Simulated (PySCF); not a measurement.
# Computed records: CH₄BClGe

Calculation on a computer-drawn molecule: the log of a Hartree-Fock and frozen-core CCSD(T) single point meant for a local Hartree-Fock minimum, with one planted fault or none, to be diagnosed. Offsets are logged minus clean, where the clean run is the same molecule without the fault. The reference is restricted for singlets and unrestricted otherwise, and also for a bond in bohr or an excited solution. Adding or removing an electron swaps singlet and doublet. The excited solution moves the top pair (singlet) or top alpha electron (doublet) to the lowest empty orbital. Highest occupied and lowest empty are orbital energies over both spins, largest force is the largest gradient component, triples share is (T) over the correlation energy, the T1 limit is 0.02 restricted and 0.045 unrestricted, electrons count all cores, a negative frequency is imaginary (commonest isotopes), and the dipole is about the centre of nuclear charge; on germanium a core potential holds 10 electrons, which the energies leave out, and 3d is frozen in MP2 and coupled-cluster steps. Program: PySCF 2.14.0.

```yaml
- formula: CH4BClGe
  logged_structure:
    atoms_angstrom:
      - [C, -0.7454, 0.6704, -0.1928]
      - [B, 0.6551, 1.0419, 0.4295]
      - [Ge, 1.0397, 1.2059, 2.5152]
      - [Cl, 0.5117, 3.3843, 2.3325]
      - [H, -1.5928, 0.6988, 0.4949]
      - [H, -0.6499, -0.3644, -0.5562]
      - [H, -0.9786, 1.2792, -1.0705]
      - [H, 2.4003, 1.4548, -0.9756]
  given:
    meant_charge: 0
    meant_multiplicity: 1
    meant_basis: "cc-pV(D+d)Z"
    meant_basis_and_core_potential_on_germanium: "cc-pVDZ-PP ECP10MDF"
    logged_electrons: 64
    logged_basis_functions: 94
    logged_SCF_converged: "yes"
    logged_spin_squared: 0.885
    "logged_highest_occupied [eV]": -8.539
    "logged_lowest_empty [eV]": 0.36049
    "logged_largest_force [hartree/bohr]": 0.016381
    logged_T1_diagnostic: 0.060993
    logged_D1_diagnostic: 0.24917
    logged_triples_share: 0.035776
    logged_CC_converged: "yes"
    "logged_dipole_magnitude [debye]": 3.3325
    logged_SCF_stable_within_its_kind: "yes"
    "logged_energy_HF [hartree]": -817.66996
    "logged_energy_CCSD(T) [hartree]": -818.16945
    possible_faults: "no fault, one electron removed, one electron added, multiplicity raised by two, geometry at a saddle point, SCF held on an excited solution, minimal basis STO-3G, one bond length entered in bohr, all coordinates scaled"
    drawn_bonds_atom: [1, 2, 3, 1, 1, 1, 2]
    drawn_bonds_other_atom: [2, 3, 4, 5, 6, 7, 8]
    drawn_bonds_order: [1, 1, 1, 1, 1, 1, 1]
  results: {}
  notes: ["T1 above single-reference limit"]
```

Questions
1. CH₄BClGe: planted fault?

Answers
1. one bond length entered in bohr, row 7 of the drawn bonds

Further results for CH₄BClGe:

```
HF energy offset from clean run      : 68.73 kcal/mol
CCSD(T) energy offset from clean run : 70.33 kcal/mol
```
